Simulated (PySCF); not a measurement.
**UHF on Sc³⁺ (scandium, charge +3)**

Configuration: [Ar], closed-shell 1S. Computed with PySCF 2.14 in aug-cc-pVDZ-DK (7s6p4d2f, 59 functions), with scalar relativity by spin-free X2C-1e.

* Total energy: -761.747039 hartree
* One-electron energy: -1020.2886 hartree
* Hartree (Coulomb) energy: 296.0750 hartree
* Exchange energy: -37.5334 hartree
* ⟨S²⟩: 0.0000
* ⟨L²⟩: 0.000
* Sum of ⟨r⟩: 11.70 bohr
* Sum of ⟨r²⟩: 13.00 bohr²
* Langevin diamagnetic susceptibility: -10.3 ×10⁻⁶ cm³/mol
* Time after the integrals: 0.27 s of wall time on 1 thread of Neoverse-N1 (shared host)

| shell | electrons | mean orbital energy (eV) | rms radius, mean of both spins (bohr) |
| --- | --- | --- | --- |
| 1s | 2 | -4574.7 | 0.0844 |
| 2s | 2 | -559.45 | 0.370 |
| 2p | 6 | -462.18 | 0.339 |
| 3s | 2 | -102.68 | 1.13 |
| 3p | 6 | -74.369 | 1.26 |

Densities and radii are taken from the X2C orbitals without a picture-change correction, which distorts them close to the nucleus.
